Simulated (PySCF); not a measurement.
Compound: C8H5S (charge -1).
SMILES with atom numbers: `[CH:1]#[C:2][c:3]1[cH:4][cH:5][c:6]([S-:7])[cH:8][cH:9]1`

Probes without a nucleus sit at each ring's centroid and 1 Å off its mean plane on both sides; NICS is minus the shielding there, NICSzz its component along the normal. Level: GIAO PBE0/pcSseg-1 (PySCF, non-relativistic, gas phase) on the GFN2-xTB geometry, one conformer.

Ring bond lengths (Å), with Mayer bond orders in brackets: C3–C4 1.403 (1.34), C4–C5 1.370 (1.50), C5–C6 1.410 (1.27), C6–C8 1.410 (1.27), C8–C9 1.370 (1.50), C9–C3 1.403 (1.34).

**Question.** Give the NICS values of each ring in ppm.

**Answer.** 
```tsv
ring	type	NICS(0)	NICS(1), two faces	NICS(1)zz, two faces	rms pucker (Å)	centre to ring atoms, mean (Å)
C3–C4–C5–C6–C8–C9	6-membered carbocycle; formal bonds all aromatic	-4.4	-7.5 / -7.5	-16.2 / -16.2	0.00	1.39
```

**Question.** What do they say, and how far can they be read as aromaticity?

**Answer.** 
- C3–C4–C5–C6–C8–C9: mean NICS(1)zz -16.2 ppm, shielded.

**Question.** And the bond-length index? HOMA takes Krygowski's 1993 parameters.

**Answer.** 
- C3–C4–C5–C6–C8–C9: HOMA 0.91 = 1 − EN − GEO, with mean bond length 1.394 Å, EN = α(Ropt − mean)² = 0.011 and GEO = α × variance = 0.080.

**Question.** What are the shieldings of the ring atoms and their hydrogens in the same run (means over atoms taken as equivalent)?

**Answer.** 
| atoms | environment | σ isotropic (ppm) | principal values of the symmetric part, first atom (ppm) |
| --- | --- | --- | --- |
| C3 | substituted aromatic carbon | 86.5 | 10.4, 77.9, 171.1 |
| C4 (×2) | aromatic CH carbon | 52.5 | -56.8, 57.1, 157.5 |
| C5 (×2) | aromatic CH carbon | 48.8 | -46.5, 55.1, 137.8 |
| C6 | substituted aromatic carbon | -0.1 | -98.5, -63.5, 161.7 |
| H on C4 (×2) | aromatic hydrogen | 25.03 | 22.1, 24.0, 28.9 |
| H on C5 (×2) | aromatic hydrogen | 24.46 | 21.3, 23.1, 29.0 |
